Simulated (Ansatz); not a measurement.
Spectroscopic constants of Ag$_{2}$, multiplicity 3 (not the ground state: that is measured with 2S+1 = 1). No spin–orbit coupling.

The constants come from a fifth-degree fit in 1/R (seven points, main isotopes). In def2 and cc sets the state is the lowest found near the PBE0 minimum, followed along R.

Correlated levels freeze the inner cores; with def2 sets outer-core shells near the valence are correlated too.

Programs: Ansatz (a quantum-chemistry and plane-wave program) with Gaussian orbitals. Values without a source in brackets are computed. In def2 rows elements past Kr take small-core potentials, without spin–orbit coupling.

| level | r_e (Å) | ω_e (cm⁻¹) | ω_e x_e (cm⁻¹) |
|---|---|---|---|
| PBE0/def2-TZVPP | 3.191 | 40 | 1.2 |
| wB97X-V/def2-TZVPP | 3.329 | (withheld) | 1.6 |
| CCSD(T)/def2-TZVPP | (withheld) | (withheld) | 1.1 |

Question: Fill in the missing entries.

Answer: 
- CCSD(T)/def2-TZVPP, r_e (Å): 3.353
- CCSD(T)/def2-TZVPP, ω_e (cm⁻¹): 29
- wB97X-V/def2-TZVPP, ω_e (cm⁻¹): 28
